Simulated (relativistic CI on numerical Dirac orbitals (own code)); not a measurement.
Energy levels of Ru⁴⁰⁺

Method of calculation: Dirac-Coulomb-Breit CI, separate exchange-only KLI orbitals for each configuration, QED by a radiative potential, unscaled Slater integrals (own radial code, finite nucleus).

Configuration list (outside the closed core 1s2): 2s2, 2s 2p, 2p2, 2p 3s, 2p 3p, 2s 3s, 2s 3p, 2s 3d, 2s 4s, 2s 4p, 2s 4d, 2s 4f, 2s 5s, 3s2, 2s 5p, 2s 5d, 2s 5f, 2s 5g, 3s 3p, 3p2. Levels of other configurations are missing.

```csv
No.,Configuration,Term,J,E (Ry),%,Landé g
1,2s2,1S,0,0.000,97,
2,2s 2p,3P°,0,5.868,100,
3,2s 2p,3P°,1,7.075,82,1.396
4,2s 2p,3P°,2,16.896,100,1.488
5,2p2,3P,0,16.968,75,
6,2s 2p,1P°,1,20.858,82,1.077
7,2p2,3P,1,26.410,100,1.489
8,2p2,1D,2,27.375,59,1.191
9,2p2,3P,2,38.026,59,1.284
10,2p2,1S,0,41.044,75,
11,2s 3s,3S,1,254.349,99,1.990
12,2s 3s,1S,0,255.556,98,
13,2s 3p,3P°,0,257.249,100,
14,2s 3p,3P°,1,257.304,68,1.329
15,2s 3p,1P°,1,260.202,51,1.193
16,2s 3p,3P°,2,260.481,100,1.493
17,2s 3d,3D,1,261.740,92,0.503
18,2p 3s,3P°,0,261.841,100,
19,2s 3d,3D,2,262.084,90,1.144
20,2p 3s,3P°,1,262.492,58,1.303
21,2s 3d,3D,3,262.840,100,1.327
22,2s 3d,1D,2,263.700,90,1.012
23,2p 3p,3D,1,263.814,67,0.649
24,2p 3p,3P,0,265.505,72,
25,2p 3p,3P,1,267.608,45,1.478
26,2p 3p,3D,2,267.712,58,1.164
27,2p 3s,3P°,2,273.078,100,1.490
28,2p 3s,1P°,1,273.588,69,1.137
29,2p 3p,3P,1,275.632,55,1.423
30,2p 3p,3D,2,275.803,40,1.185
31,2p 3p,3D,3,278.222,100,1.325
32,2p 3p,1P,1,278.269,49,1.408
33,2p 3p,3P,2,279.509,59,1.289
34,2p 3p,1S,0,280.690,72,
35,2s 4s,3S,1,341.927,100,1.992
36,2s 4s,1S,0,342.374,100,
37,2s 4p,3P°,0,343.041,100,
38,2s 4p,3P°,1,343.081,71,1.348
39,2s 4p,3P°,2,344.389,100,1.495
40,2s 4p,1P°,1,344.498,71,1.144
41,2s 4d,3D,1,344.981,100,0.499
42,2s 4d,3D,2,345.057,87,1.139
43,2s 4d,3D,3,345.382,100,1.329
44,2s 4d,1D,2,345.662,87,1.021
45,2s 4f,3F°,2,345.761,100,0.665
46,2s 4f,3F°,3,345.776,72,1.055
47,2s 4f,3F°,4,345.950,100,1.246
48,2s 4f,1F°,3,346.006,72,1.022
49,2s 5s,3S,1,381.795,100,1.993
50,2s 5s,1S,0,382.000,100,
51,2s 5p,3P°,0,382.353,100,
52,2s 5p,3P°,1,382.371,71,1.346
53,2s 5p,3P°,2,383.039,100,1.496
54,2s 5p,1P°,1,383.090,71,1.147
55,2s 5d,3D,1,383.339,100,0.501
56,2s 5d,3D,2,383.375,85,1.136
57,2s 5d,3D,3,383.545,100,1.330
58,2s 5d,1D,2,383.669,85,1.026
59,2s 5f,3F°,2,383.723,100,0.666
60,2s 5f,3F°,3,383.733,75,1.059
61,2s 5f,3F°,4,383.820,100,1.247
62,2s 5f,1F°,3,383.856,75,1.020
63,2s 5g,3G,4,383.859,57,1.025
64,2s 5g,3G,3,383.861,100,0.749
65,2s 5g,3G,5,383.919,100,1.197
66,2s 5g,1G,4,383.923,57,1.021
```

Energies count from the lowest computed level; ° marks odd parity.

The mean weight of the leading LS term, summed over parents, in these 66 levels is 83 %, and that of the leading jj configuration (from the same eigenvectors) 97 %, so jj coupling describes them better and the LS labels are nominal.

At this charge energies of transitions that change n are usually good to better than 1 %, and those within a shell (Δn = 0) to a few per cent.

LS names give the leading component of a level, which can be under half, so a name can repeat, a term be missing and a line seem to break the LS rules.
